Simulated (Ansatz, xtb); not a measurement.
## CH7AlO4: 4 structures ranked

4 gas-phase structures of CH7AlO4, from a drawn sample of its isomers (lower ones may exist). Each was relaxed with GFN2-xTB; where two conformers were screened, the lower at r2SCAN-D4/def2-SVP is listed:

A. `OC[O][Al@H-]([OH])[OH2+]`, a singlet
B. `OC[OH+][AlH-]([OH])[OH]`, a singlet
C. `C[O][Al-]([OH])([OH])[OH2+]`, a singlet
D. `C[OH+][Al-]([OH])([OH])[OH]`, a singlet

Question: Which do you expect lowest at r2SCAN-D4/def2-SVP, and how would the others follow?

Answer: Calculated order at r2SCAN-D4/def2-SVP: D (0.0), C (1.7), B (33.0), A (33.3) kcal/mol. Less than 1 kcal/mol parts B and A, so the order within that pair means little.

Energies above the lowest of each column, in kcal/mol; the last columns are at PBE0-D4/def2-SVP geometries and were run for some of them only (a dash: not run or not comparable):

```
structure  GFN2-xTB  HF/STO-3G  r2SCAN-D4/def2-SVP  PBE0-D4/def2-SVP  CCSD(T)/def2-SVP + ΔMP2/def2-TZVPP
        D       0.0        0.0                 0.0               0.0                                 0.0
        C       4.3        2.1                 1.7               0.9                                 3.4
        B      16.6       23.0                33.0                 –                                   –
        A      19.9       17.4                33.3                 –                                   –
```

Every level run on D puts it lowest or level with the lowest. Flexible structures stand in one conformer each, not always the lowest. Frequencies (GFN2-xTB) were run for C, D alone. ΔMP2 is the change of the MP2 energy from the smaller to the larger basis.

Over these structures GFN2-xTB departs from r2SCAN-D4/def2-SVP by 8.1 kcal/mol on average once a common shift is removed. A GFN2-xTB relaxation took about 0.18 s and the r2SCAN-D4/def2-SVP energy about 1.2 s on a shared host (Ansatz 0.2.0, xtb 6.7.1).
